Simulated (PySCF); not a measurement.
**Mg: excitation energy**

Mg [Ne] 3s2 (1S) → Mg [Ne] 3d2 (3F), as a difference of total energies. Calculation: PySCF 2.14, in aug-cc-pCVTZ; the non-relativistic Hamiltonian (point nucleus). Correlated levels: valence: [Ne] frozen. The calculations carry no spin-orbit coupling.

```csv
method,excitation energy (eV)
UHF,13.430
MP2 (valence),13.966
SCS-MP2 (valence),14.171
CCSD (valence),14.027
```

Problem. How much does correlation contribute at MP2 (valence)?

Solution. 13.966 − (13.430) = 0.536 eV, measured against UHF.

The upper state lies above the first ionisation limit, where it may autoionise and the basis confines it.

The promoted electron is Rydberg-like, and one or two diffuse shells describe it only roughly, which tends to raise the upper state.

With two correlated electrons CCSD is exact in that space.

The coupled-cluster amplitudes are large for the upper state (T1 above 0.03 or a double amplitude above 0.15), so a single reference is strained.
